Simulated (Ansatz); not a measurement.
`CC(F)OC(F)F`, charge 0, multiplicity 1.

Question: Give a relaxed structure at PBE0-D4/def2-TZVP (Ansatz). (Estimate.)

Answer: The calculation gave: 
Z-matrix (Å, degrees):
```
C
C 1 1.498
H 1 1.090 2 110.0
H 1 1.090 2 109.7 3 120.1
H 1 1.091 2 109.5 3 -120.0
F 2 1.371 1 109.6 3 -177.6
O 2 1.406 1 108.6 3 64.4
H 2 1.093 1 113.1 3 -58.2
C 7 1.355 2 117.0 1 -148.2
F 9 1.357 7 111.0 2 64.9
F 9 1.348 7 112.2 2 -53.5
H 9 1.091 7 108.6 2 -175.0
```
This is one stationary point; other conformers may exist.
